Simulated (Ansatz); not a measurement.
# An input for SiH2SClO2 (SMILES O[Si](O)([S])Cl)

SiH2SClO2 has 7 atoms, charge 0, and is taken as a doublet. As SMILES, `O[Si](O)([S])Cl`. The coordinates come from a PBE0-D4/def2-TZVP relaxation. This is one conformer, not always the lowest.

```xyz
7

O    -0.7213    0.3902    1.0898
Si    0.0213   -0.0317   -0.2973
O     0.9879   -1.2784    0.0726
S    -1.2524   -0.4962   -1.9021
Cl    1.0728    1.5603   -1.0540
H    -1.3378    1.1242    1.0635
H     1.2907   -1.3364    0.9817
```

Settings wanted:

* basis set: def2-SVP
* core potential: none
* task: energy
* method: DFT
* functional: revPBE
* reference: UKS
* accuracy: high
* start density: atoms

Q: Give an Ansatz 0.2.0 job that does this.

A: One that was run (others would do as well):

molecule.yaml:
```yaml
crystal:
  periodic: [false, false, false]
  atoms:
    - {symbol: O, position_ang: [-0.721300, 0.390200, 1.089800]}
    - {symbol: Si, position_ang: [0.021300, -0.031700, -0.297300]}
    - {symbol: O, position_ang: [0.987900, -1.278400, 0.072600]}
    - {symbol: S, position_ang: [-1.252400, -0.496200, -1.902100]}
    - {symbol: Cl, position_ang: [1.072800, 1.560300, -1.054000]}
    - {symbol: H, position_ang: [-1.337800, 1.124200, 1.063500]}
    - {symbol: H, position_ang: [1.290700, -1.336400, 0.981700]}
basis:
  gaussian:
    orbitals: def2-SVP
magnetization:
  spin_polarized: true
  initial_magnetization: 1
hamiltonian:
  xc: {name: revPBE}
accuracy: high
output: {orbitals: {seedname: orbitals}}
```

```bash
$ ansatz run molecule.yaml --threads 1 --pin off --max-ram 2610MiB --events-out events.jsonl --progress --plain --runs-dir runs
```

Calculated total energy: -1298.91462 Eh.
